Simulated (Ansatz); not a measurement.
System: sum formula AlNO2H4, net charge 0, singlet state. 
Geometry from a B3LYP-D3(BJ)/def2-TZVP (Ansatz, an electronic-structure program) optimisation:
```xyz
8

N     -1.7044    -0.3305     0.1265
Al     0.0216     0.0045    -0.0016
O      1.0682    -1.3204    -0.1589
O      0.6797     1.5706     0.0246
H     -2.0946    -1.2592     0.1110
H     -2.4330     0.3568     0.2238
H      2.0179    -1.2242    -0.2340
H      0.1765     2.3799     0.1092
```

Computed values are from Ansatz. Cores are frozen in the correlated levels unless marked. Open shells are spin-unrestricted. Spin-orbit coupling is left out. Non-relativistic. CBS marks a two-point X^-3 extrapolation of the correlation energy; Hartree-Fock from the larger set. The bracket is a focal-point correction in the basis named.

**Question.** What is the dipole moment at CCSD(T)/aug-cc-pV(D+d)Z?

**Answer.** 1.60 D.

**Question.** What is the T1 diagnostic at CCSD/aug-cc-pV(Q+d)Z?

**Answer.** 0.011.

**Question.** What is the atomisation energy De at CCSD(T)/CBS(aug-cc-pV(T+d)Z,aug-cc-pV(Q+d)Z)?

**Answer.** 3036.3 kJ/mol.

**Question.** What is the vertical ionisation energy (to the doublet) at RI-MP2/CBS(aug-cc-pV(T+d)Z,aug-cc-pV(Q+d)Z)+[CCSD(T)-MP2]/aug-cc-pV(T+d)Z?

**Answer.** 10.15 eV.

**Question.** What is the total energy at CCSD(T)/CBS(aug-cc-pV(T+d)Z,aug-cc-pV(Q+d)Z)?

**Answer.** -449.6282 Eh.
